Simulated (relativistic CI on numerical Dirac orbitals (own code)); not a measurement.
# Mn2+ (3d5) in a crystal field

Calculated by Dirac-Coulomb-Breit CI, KLI orbitals optimised for each configuration, a model potential for QED, valence Slater integrals scaled by 0.65, one configuration in a parametric crystal field (own radial code).

Field parameters in Wybourne normalisation: D4h B²₀ = −7Ds, B⁴₀ = 21(Dq − Dt), B⁴₄ = 21√(5/14) Dq. The field is a parameter set, without covalency.

S is read from ⟨S²⟩ = S(S + 1).

Levels (cm⁻¹, degeneracy): 0 (2), 0 (2), 0 (2), 16159 (2), 16173 (2), 16418 (2), 16449 (2), 16489 (2), 16536 (2), 18715 (2), 18721 (2), 19392 (2).

Which field gives this pattern?
A. D4h, 10Dq = 8350, Ds = 1420, Dt = 50 cm⁻¹
B. D4h, 10Dq = 5950, Ds = -250, Dt = 40 cm⁻¹
C. D4h, 10Dq = 21650, Ds = 860, Dt = 960 cm⁻¹

B. D4h, 10Dq = 5950, Ds = -250, Dt = 40 cm⁻¹, ground level with S = 2.50.
